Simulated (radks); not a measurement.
The numbers below are computed, except where a source is named.
Question: These are the eigenvalues of the occupied orbitals of an atom or ion with whole-number occupations (eV). Code: a radial shooting solver on a logarithmic mesh with Libxc functionals. Model: Dirac Kohn-Sham, B86b exchange with PBE correlation, spin-unpolarised, spherical densities, finite nucleus; Fermi nuclear charge, rms radius of each element as measured or else 0.836 A^(1/3) + 0.57 fm.

1s1/2: -63204.69
2s1/2: -10799.03
2p1/2: -10311.26
2p3/2: -9193.616
3s1/2: -2490.774
3p1/2: -2274.640
3p3/2: -2036.263
3d3/2: -1668.858
3d5/2: -1616.821
4s1/2: -540.4938
4p1/2: -452.3793
4p3/2: -398.0158
4d3/2: -252.9619
4d5/2: -243.0049
5s1/2: -111.2268
5p1/2: -85.5063
5p3/2: -77.5073
4f5/2: -64.7423
4f7/2: -63.1205
6s1/2: -37.2089

Which element is it, and in what charge state? The configuration may be excited. Open shells, if any, fill j = l - 1/2 first.

Answer: Z = 71, lutetium, charge +4: Lu4+ in [Kr] 4d10 4f13 5s2 5p5 6s1. The list shows which subshells hold electrons but not how many an open one holds; the 1s level, -2322.7 hartree, gives Z - s = 68.2 by -(Z - s)^2/2, which with screening and relativity narrows Z to a few neighbours, and the depths of the outer levels then fix element, charge and occupations together.
